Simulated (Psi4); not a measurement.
BN (SMILES [B]=[N]), triplet, geometry from GFN2-xTB, with bond 2-1 at 3.0 times its length; HF/aug-cc-pVDZ in Psi4 1.11.

Here is a job for Psi4.
```
memory 2 GB

molecule {
0 3
B    -0.00000000   -0.00000000   -0.73991806
N     0.00000000    0.00000000    3.06537482
}

set {
  basis aug-cc-pvdz
  reference uhf
  stability_analysis follow
  scf_type pk
}

energy('scf')
print_variables()
```

It wrote (shortened):

```
   => Loading Basis Set <=

    Name: AUG-CC-PVDZ
    Role: ORBITAL
    Keyword: BASIS

         ---------------------------------------------------------
                                   SCF
               by Justin Turney, Rob Parrish, Andy Simmonett
                          and Daniel G. A. Smith
                              UHF Reference
         ---------------------------------------------------------

  ==> Geometry <==

    Molecular point group: c2v
    Full point group: C_inf_v

    Geometry (in Angstrom), charge = 0, multiplicity = 3:

       Center              X                  Y                   Z               Mass
    ------------   -----------------  -----------------  -----------------  -----------------
         B            0.000000000000     0.000000000000    -2.130377003755    11.009305360000
         N            0.000000000000     0.000000000000     1.674915876245    14.003074004430

  Running in c2v symmetry.

  Rotational constants: A = ************  B =      0.18888  C =      0.18888 [cm^-1]
  Rotational constants: A = ************  B =   5662.55884  C =   5662.55884 [MHz]
  Nuclear repulsion =    4.867221251429666

  Charge       = 0
  Multiplicity = 3
  Electrons    = 12
  Nalpha       = 7
  Nbeta        = 5

  ==> Algorithm <==

  SCF Algorithm Type is PK.
  DIIS enabled.
  MOM disabled.
  Fractional occupation disabled.
  Guess Type is SAD.
  Energy threshold   = 1.00e-06
  Density threshold  = 1.00e-06
  Integral threshold = 1.00e-12

  ==> Primary Basis <==

  Basis Set: AUG-CC-PVDZ
    Blend: AUG-CC-PVDZ
    Number of shells: 18
    Number of basis functions: 46
    Number of Cartesian functions: 50
    Spherical Harmonics?: true
    Max angular momentum: 2

  ==> Integral Setup <==

  Using in-core PK algorithm.
   Calculation information:
      Number of atoms:                   2
      Number of AO shells:              18
      Number of primitives:             50
      Number of atomic orbitals:        50
      Number of basis functions:        46

      Integral cutoff                 1.00e-12
      Number of threads:                 1

  Performing in-core PK
  Using 1169642 doubles for integral storage.
  We computed 14661 shell quartets total.
  Whereas there are 14706 unique shell quartets.

  ==> DiskJK: Disk-Based J/K Matrices <==

    J tasked:                  Yes
    K tasked:                  Yes
    wK tasked:                  No
    Schwarz Cutoff:          1E-12

[...]
    Wavefunction unstable!
    Rotating orbitals by 0.5 * pi / 2 radians along unstable eigenvector.
[...]
    Wavefunction stable under totally symmetric rotations.
    Lowest totally symmetric eigenvalue: 0.164695
    Lowest UHF->UHF stability eigenvalues:
      B2 -0.150700       A2 -0.000001       B1 0.001316        A1 0.164695

    Stability analysis over.

  ==> Post-Iterations <==

   @Spin Contamination Metric:   1.608018133E-02
   @S^2 Expected:                2.000000000E+00
   @S^2 Observed:                2.016080181E+00
   @S   Expected:                1.000000000E+00
   @S   Observed:                1.000000000E+00

    Orbital Energies [Eh]
    ---------------------

    Alpha Occupied:

[...]
       5A1    -0.323507

    Alpha Virtual:

[...]
    Beta Occupied:

[...]
    Beta Virtual:

[...]
    Final Occupation by Irrep:
             A1    A2    B1    B2
    DOCC [     4,    0,    0,    1 ]
    SOCC [     1,    0,    1,    0 ]
    NA   [     5,    0,    1,    1 ]
    NB   [     4,    0,    0,    1 ]

  @UHF Final Energy:   -78.78852880109638

   => Energetics <=

    Nuclear Repulsion Energy =              4.8672212514296662
    One-Electron Energy =                -115.8172308720432682
    Two-Electron Energy =                  32.1614808195172230
    Total Energy =                        -78.7885288010963762

  UHF NO Occupations:
  HONO-2 :    4 A1 1.9947666
  HONO-1 :    5 A1 1.0000000
  HONO-0 :    1 B1 1.0000000
  LUNO+0 :    6 A1 0.0052334
  LUNO+1 :    7 A1 0.0022581
  LUNO+2 :    2 B2 0.0005640
  LUNO+3 :    8 A1 0.0000006

Computation Completed

Properties will be evaluated at   0.000000,   0.000000,   0.000000 [a0]

Properties computed using the SCF density matrix

 Multipole Moments:

 ------------------------------------------------------------------------------------
     Multipole            Electronic (a.u.)      Nuclear  (a.u.)        Total (a.u.)
 ------------------------------------------------------------------------------------

 L = 1.  Multiply by 2.5417464519 to convert [e a0] to [Debye]
 Dipole X            :          0.0000000            0.0000000            0.0000000
 Dipole Y            :          0.0000000            0.0000000            0.0000000
 Dipole Z            :         -2.1314045            2.0267806           -0.1046239
 Magnitude           :                                                    0.1046239

 ------------------------------------------------------------------------------------

  Variable Map:
  ----------------------------------------------------------------------------
[...]
[...]
```
